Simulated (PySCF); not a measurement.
## Relaxation of sextet H₂IrO

These are results of UPBE0/[Ir def2-TZVP with ECP60, O def2-TZVP, H def2-TZVP], scalar-relativistic core potentials, density fitting, no spin–orbit coupling, PySCF, not measurements. A (50,194) grid was used.

A start displaced from a saddle point along its imaginary mode, of Cs symmetry, held to at least that symmetry:

```xyz
4
charge 0 multiplicity 6, angstrom
Ir    0.1185   -0.0017    0.0673
O    -1.5117    0.0049   -0.8590
H    -0.1290    0.1201    1.7393
H     1.4281    0.1197   -1.0011
```

Q: What does it relax to?

A: It ends at Cs with Ir–H 1.655 Å (×2), Ir–O 1.849 Å; H–Ir–H 141.2°, H–Ir–O 94.0° (×2). A frequency run shows a minimum.

Q: How much energy is released, and in how many steps?

A: 52.0 kJ/mol in 7 steps.

Open d and f shells are described by one determinant, and the ground state may have another occupation or spin. At this level a doublet minimum of Cs symmetry lies 326 kJ/mol below this structure. With an element this heavy the missing spin–orbit coupling can shift these numbers.

The relaxation took of the order of 2.6 core-minutes on a shared host.
